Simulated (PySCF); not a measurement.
SMILES C=[C][Si](C)(C)C (C5H11Si), doublet (GFN2-xTB optimised geometry):

```
17

C     -1.021    -2.143    -2.600
C     -1.021    -1.509    -1.474
Si    -0.307    -0.669     0.000
C     -0.925     1.135     0.000
C     -0.921    -1.588     1.553
C      1.612    -0.669     0.000
H     -1.936    -2.440    -3.102
H     -0.118    -2.430    -3.138
H     -0.547     1.682     0.859
H     -2.009     1.179     0.032
H     -0.601     1.661    -0.893
H     -2.005    -1.580     1.612
H     -0.602    -2.626     1.548
H     -0.539    -1.131     2.461
H      2.001    -0.153    -0.872
H      2.009    -0.175     0.882
H      2.001    -1.682    -0.016
```

Calculation: unrestricted PBE0/def2-SVP run with PySCF.

Problem. What are the frontier orbital energies (α orbitals alone; a β orbital can be the lowest empty one) and the dipole moment?

Solution. HOMO-2 -8.58 eV, HOMO-1 -7.76 eV, HOMO -5.92 eV, LUMO 0.04 eV, LUMO+1 1.70 eV; dipole moment 0.47 D.

On the same geometry PySCF with unrestricted PBE/def2-SVP gives HOMO-2 -7.21 eV, HOMO-1 -6.53 eV, HOMO -4.51 eV, LUMO -0.94 eV, LUMO+1 0.89 eV; dipole moment 0.50 D.

Meta-Löwdin charges at PBE0/def2-SVP: C1 -0.23, C2 -0.25, Si3 0.87, C4 -0.55, C5 -0.55, C6 -0.55, H7 0.12, H8 0.11, H9 0.11, H10 0.12, H11 0.12, H12 0.12, H13 0.12, H14 0.11, H15 0.11, H16 0.11, H17 0.11.
